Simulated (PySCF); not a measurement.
# [OsO2(OH)3]+: from a saddle point downhill

PySCF 2.14.0, RKS B3LYP, Os def2-SVP with ECP60, O def2-SVP, H def2-SVP; non-relativistic Hamiltonian with scalar-relativistic core potentials where named; density fitting; no spin-orbit coupling. Relaxed within the symmetry of its start, the geometry (C3h) is

```xyz
9

Os    0.0000    0.0000    0.0000
O     0.0000    0.0000    1.7431
O     0.0000    0.0000   -1.7431
O     1.8325    0.2314    0.0000
H     2.5069   -0.4836    0.0000
O    -1.1167    1.4713    0.0000
H    -0.8347    2.4129    0.0000
O    -0.7158   -1.7027    0.0000
H    -1.6723   -1.9293    0.0000
```

and its lowest harmonic modes are -709, -692, -692, -140, -140, 208 cm⁻¹ (negative: unstable). It was moved along the lowest mode and relaxed again, within the group C3 that the move left.

Q: Where does it end, and how much lower?

A: In C3v, 1.512 eV lower, after 12 steps:
```xyz
9

Os    0.0000    0.0000    0.2029
O     0.0000    0.0000    1.9251
O     0.0000    0.0000   -1.5430
O     1.8485   -0.1340    0.2290
H     2.2744   -0.1648   -0.6571
O    -0.8082    1.6679    0.2290
H    -0.9945    2.0522   -0.6571
O    -1.0404   -1.5339    0.2290
H    -1.2800   -1.8873   -0.6571
```

Q: How do the contacts change?

A: 
```
    contact  saddle (Å)  end (Å)
 Os1–O2 (O)       1.743    1.722
 Os1–O3 (O)       1.743    1.746
Os1–O4 (OH)       1.847    1.854
Os1–O6 (OH)       1.847    1.854
Os1–O8 (OH)       1.847    1.854
```


Q: Is the end a minimum?

A: No, 2 of the modes stay unstable (below −25 cm⁻¹); lowest modes -115, -115, 196, 196, 328, 374 cm⁻¹.

State: singlet.
